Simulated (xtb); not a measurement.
2-fluoro-3-methylbuta-1,3-diene (C5H7F), SMILES C=C(C(F)=C)C. All values are semi-empirical tight-binding results from xtb (GFN2-xTB unless named), good for trends rather than for accurate numbers. The structure is a stationary point at GFN2-xTB. One conformer was computed; it need not be the lowest.

Computed properties:
```yaml
point_group_as_xtb_finds_it: Cs
orbital_gap: 3.77 eV
dipole_moment: 2.34 D
zero_point_energy: 64.7 kcal/mol
G − E(el) at 298.15 K (modified RRHO): 45.7 kcal/mol
static polarisability (D4 model): 62.2 bohr³
solvation energy, GFN2-xTB/ALPB(water): -2.3 kcal/mol
solvation energy, GFN2-xTB/ALPB(thf): -5.7 kcal/mol
```

Task: Give the IR lines (harmonic; lines under 4 % of the strongest left out, lines within 3 cm⁻¹ merged). (The exact figures need the calculation; the answer reports its results.)

Result: ν (cm⁻¹): 496 (w), 569 (w), 781 (w), 864 (m), 900 (m), 924 (m), 1016 (w), 1145 (vs), 1308 (m), 1417 (w), 1478 (w), 1488 (w), 1675 (s), 3015 (m), 3025 (m), 3055 (m), 3114 (w), 3142 (m), 3184 (w) (against the strongest line: vs over 80 %, s over 45 %, m over 15 %, w over 4 %, vw less)
